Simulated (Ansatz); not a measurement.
Reaction (redistribution): `[Br][SnH2][Br]` + `C[Si]N` → `[NH2][SnH2][Br]` + `C[Si]Br`

Computed with Ansatz on PBE0-D4/def2-TZVP structures; ΔE is electronic, products minus reactants. CBS: MP2 limit from def2 TZ/QZ plus the TZ coupled-cluster correction, frozen cores. DFT in def2-TZVPP. B3LYP here is the variant with VWN-RPA as its local correlation; programs differ in this. HSE06 is defined as in plane-wave codes. def2 core potentials past Kr. For Br, Sn outer-core shells are correlated without core-valence functions, which leaves a few kJ/mol of doubt a bond. Scalar relativity is left out up to krypton. One conformer a species, not always the lowest.

```json
{"level": "PBE-D4", "ΔE (kJ/mol)": "83.2", "difference from CCSD(T)/CBS": "-2.5"}
{"level": "revPBE-D4", "ΔE (kJ/mol)": "82.8", "difference from CCSD(T)/CBS": "-2.9"}
{"level": "BLYP-D4", "ΔE (kJ/mol)": "85.6", "difference from CCSD(T)/CBS": "-0.1"}
{"level": "r2SCAN-D4", "ΔE (kJ/mol)": "88.8", "difference from CCSD(T)/CBS": "3.1"}
{"level": "B97M-V", "ΔE (kJ/mol)": "88.6", "difference from CCSD(T)/CBS": "2.9"}
{"level": "PBE0-D4", "ΔE (kJ/mol)": "86.6", "difference from CCSD(T)/CBS": "0.9"}
{"level": "B3LYP-D4", "ΔE (kJ/mol)": "88.4", "difference from CCSD(T)/CBS": "2.7"}
{"level": "r2SCANh-D4", "ΔE (kJ/mol)": "89.3", "difference from CCSD(T)/CBS": "3.6"}
{"level": "r2SCAN0-D4", "ΔE (kJ/mol)": "89.9", "difference from CCSD(T)/CBS": "4.2"}
{"level": "HSE06-D4", "ΔE (kJ/mol)": "86.6", "difference from CCSD(T)/CBS": "0.9"}
{"level": "BHLYP-D4", "ΔE (kJ/mol)": "92.2", "difference from CCSD(T)/CBS": "6.5"}
{"level": "CAM-B3LYP-D4", "ΔE (kJ/mol)": "90.1", "difference from CCSD(T)/CBS": "4.4"}
{"level": "ωB97X-V", "ΔE (kJ/mol)": "87.5", "difference from CCSD(T)/CBS": "1.8"}
{"level": "ωB97M-V", "ΔE (kJ/mol)": "86.1", "difference from CCSD(T)/CBS": "0.4"}
{"level": "B2PLYP", "ΔE (kJ/mol)": "87.0", "difference from CCSD(T)/CBS": "1.3"}
{"level": "PBE", "ΔE (kJ/mol)": "83.2", "difference from CCSD(T)/CBS": "-2.5"}
{"level": "revPBE", "ΔE (kJ/mol)": "81.7", "difference from CCSD(T)/CBS": "-4.0"}
{"level": "r2SCAN", "ΔE (kJ/mol)": "88.8", "difference from CCSD(T)/CBS": "3.1"}
{"level": "PBE0", "ΔE (kJ/mol)": "86.6", "difference from CCSD(T)/CBS": "0.9"}
{"level": "B3LYP", "ΔE (kJ/mol)": "88.4", "difference from CCSD(T)/CBS": "2.7"}
{"level": "r2SCANh", "ΔE (kJ/mol)": "89.3", "difference from CCSD(T)/CBS": "3.6"}
{"level": "r2SCAN0", "ΔE (kJ/mol)": "90.0", "difference from CCSD(T)/CBS": "4.3"}
{"level": "HSE06", "ΔE (kJ/mol)": "86.5", "difference from CCSD(T)/CBS": "0.8"}
{"level": "CAM-B3LYP", "ΔE (kJ/mol)": "90.1", "difference from CCSD(T)/CBS": "4.4"}
{"level": "LC-ωPBE", "ΔE (kJ/mol)": "87.3", "difference from CCSD(T)/CBS": "1.6"}
{"level": "HF/def2-SVP", "ΔE (kJ/mol)": "100.2", "difference from CCSD(T)/CBS": "14.5"}
{"level": "MP2/def2-SVP", "ΔE (kJ/mol)": "95.7", "difference from CCSD(T)/CBS": "10.0"}
{"level": "CCSD/def2-SVP", "ΔE (kJ/mol)": "95.2", "difference from CCSD(T)/CBS": "9.5"}
{"level": "CCSD(T)/def2-SVP", "ΔE (kJ/mol)": "94.7", "difference from CCSD(T)/CBS": "9.0"}
{"level": "HF/def2-TZVPP", "ΔE (kJ/mol)": "93.8", "difference from CCSD(T)/CBS": "8.1"}
{"level": "MP2/def2-TZVPP", "ΔE (kJ/mol)": "83.7", "difference from CCSD(T)/CBS": "-2.0"}
{"level": "SCS-MP2/def2-TZVPP", "ΔE (kJ/mol)": "84.4", "difference from CCSD(T)/CBS": "-1.3"}
{"level": "CCSD/def2-TZVPP", "ΔE (kJ/mol)": "84.4", "difference from CCSD(T)/CBS": "-1.3"}
{"level": "CCSD(T)/def2-TZVPP", "ΔE (kJ/mol)": "82.9", "difference from CCSD(T)/CBS": "-2.8"}
{"level": "HF/def2-QZVPP", "ΔE (kJ/mol)": "95.1", "difference from CCSD(T)/CBS": "9.4"}
{"level": "MP2/def2-QZVPP", "ΔE (kJ/mol)": "85.8", "difference from CCSD(T)/CBS": "0.1"}
{"level": "SCS-MP2/def2-QZVPP", "ΔE (kJ/mol)": "86.4", "difference from CCSD(T)/CBS": "0.7"}
{"level": "HF/CBS(def2)", "ΔE (kJ/mol)": "95.3", "difference from CCSD(T)/CBS": "9.6"}
{"level": "MP2/CBS(def2)", "ΔE (kJ/mol)": "86.6", "difference from CCSD(T)/CBS": "0.9"}
{"level": "CCSD/CBS(def2)", "ΔE (kJ/mol)": "87.2", "difference from CCSD(T)/CBS": "1.5"}
{"level": "CCSD(T)/CBS", "ΔE (kJ/mol)": "85.7", "difference from CCSD(T)/CBS": "0"}
```

Largest T1 diagnostic among the species: 0.013.

Leaving LDA and LC-ωPBE aside and taking each functional with its dispersion term where it has one, the values spread over 9.4 kJ/mol, from revPBE-D4 to BHLYP-D4. LDA lies +3.6 kJ/mol from PBE without D4. From BLYP to BHLYP (50 % exact exchange), in def2-TZVPP and without D4, ΔE moves by +6.3 kJ/mol. At CCSD(T), def2-SVP lies +9.0 kJ/mol from the extrapolated value and def2-TZVPP −2.8 kJ/mol.
